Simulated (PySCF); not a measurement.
Isomers of C7H14F2Si, one GFN2-xTB conformer each. Single-point energies are computed at PBE0/pcSseg-1 (PySCF, gas phase, no added dispersion term), electronic only.

```json
{"SMILES": "C=C[C@@](C)(C[SiH2]C)C(F)F", "GFN2-xTB relative energy (kcal/mol)": "48.4"}
{"SMILES": "C[C@@H]1[C@@H](F)CC[Si@H](C)[C@H]1F", "GFN2-xTB relative energy (kcal/mol)": "26.7"}
{"SMILES": "CC(C)(F)[Si@H](F)C1CCC1", "GFN2-xTB relative energy (kcal/mol)": "0.0"}
{"SMILES": "C[C@@H]1[C@@H](F)CC[Si@@H](C)[C@H]1F", "GFN2-xTB relative energy (kcal/mol)": "27.1"}
```

Conformers: `[CH2:1]=[CH:2][C@@:3]([CH3:4])([CH2:5][SiH2:6][CH3:7])[CH:8]([F:9])[F:10]` with C1–C2–C3–C4 -13°, C2–C3–C5–Si6 177°, C3–C5–Si6–C7 -179°, C2–C3–C8–F9 57°; `[CH3:1][C@@H:2]1[C@@H:3]([F:4])[CH2:5][CH2:6][Si@H:7]([CH3:8])[C@H:9]1[F:10]` with C1–C2–C3–F4 50°, C2–C3–C5–C6 71°, C3–C5–C6–Si7 -59°, C5–C6–Si7–C8 163°; `[CH3:1][C:2]([CH3:3])([F:4])[Si@H:5]([F:6])[CH:7]1[CH2:8][CH2:9][CH2:10]1` with C1–C2–Si5–F6 80°, C2–Si5–C7–C8 -168°, Si5–C7–C8–C9 104°, C7–C8–C9–C10 13°, C8–C9–C10–C7 -13°, Si5–C7–C10–C9 -104°; `[CH3:1][C@@H:2]1[C@@H:3]([F:4])[CH2:5][CH2:6][Si@@H:7]([CH3:8])[C@H:9]1[F:10]` with C1–C2–C3–F4 49°, C2–C3–C5–C6 72°, C3–C5–C6–Si7 -58°, C5–C6–Si7–C8 -74°.

Problem. What does PBE0/pcSseg-1 give for the same structures?

Solution. 
| SMILES | PBE0/pcSseg-1 E (Eh) | PBE0/pcSseg-1 (kcal/mol) | GFN2-xTB (kcal/mol) | point group |
| --- | --- | --- | --- | --- |
| CC(C)(F)[Si@H](F)C1CCC1 | -763.68532 | 0.0 | 0.0 | C1 |
| C[C@@H]1[C@@H](F)CC[Si@@H](C)[C@H]1F | -763.66668 | 11.7 | 27.1 | C1 |
| C[C@@H]1[C@@H](F)CC[Si@H](C)[C@H]1F | -763.66660 | 11.7 | 26.7 | C1 |
| C=C[C@@](C)(C[SiH2]C)C(F)F | -763.63247 | 33.2 | 48.4 | C1 |

Both levels put the same isomer lowest; measured from each level's own lowest isomer, the values differ by up to 15.4 kcal/mol (C[C@@H]1[C@@H](F)CC[Si@@H](C)[C@H]1F: 27.1 against 11.7). As drawn, the lowest has a four-membered ring and an Si–F bond, which the highest lacks; the highest has two fluorines on one carbon, a C=C bond outside aromatic rings and a quaternary carbon, which the lowest lacks. Neighbours under 2.5 kcal/mol apart (C[C@@H]1[C@@H](F)CC[Si@@H](C)[C@H]1F and C[C@@H]1[C@@H](F)CC[Si@H](C)[C@H]1F) can change places with a better method, another conformer or zero-point energy. C[C@@H]1[C@@H](F)CC[Si@@H](C)[C@H]1F and C[C@@H]1[C@@H](F)CC[Si@H](C)[C@H]1F are stereoisomers, 0.0 kcal/mol apart in the conformers taken.

Problem. Which frontier levels, dipoles and rotational constants go with these structures?

Solution. 
| SMILES | HOMO (eV, PBE0/pcSseg-1) | LUMO (eV) | dipole (D) | A, B, C (MHz) |
| --- | --- | --- | --- | --- |
| CC(C)(F)[Si@H](F)C1CCC1 | -7.74 | 0.51 | 1.22 | 1770, 752.5, 627.6 |
| C[C@@H]1[C@@H](F)CC[Si@@H](C)[C@H]1F | -7.87 | 0.99 | 2.01 | 1401, 970.2, 663.2 |
| C[C@@H]1[C@@H](F)CC[Si@H](C)[C@H]1F | -7.84 | 0.96 | 2.52 | 1521, 891.0, 605.1 |
| C=C[C@@](C)(C[SiH2]C)C(F)F | -7.60 | 0.25 | 2.33 | 1566, 683.1, 594.1 |

Problem. As an exercise, what shares would exp(−E/RT) give at 2000 K from these electronic energies alone (no entropy, no degeneracies)?

Solution. RT = 3.974 kcal/mol: CC(C)(F)[Si@H](F)C1CCC1 90.5 %, C[C@@H]1[C@@H](F)CC[Si@@H](C)[C@H]1F 4.8 %, C[C@@H]1[C@@H](F)CC[Si@H](C)[C@H]1F 4.7 %, C=C[C@@](C)(C[SiH2]C)C(F)F under 0.1 %.
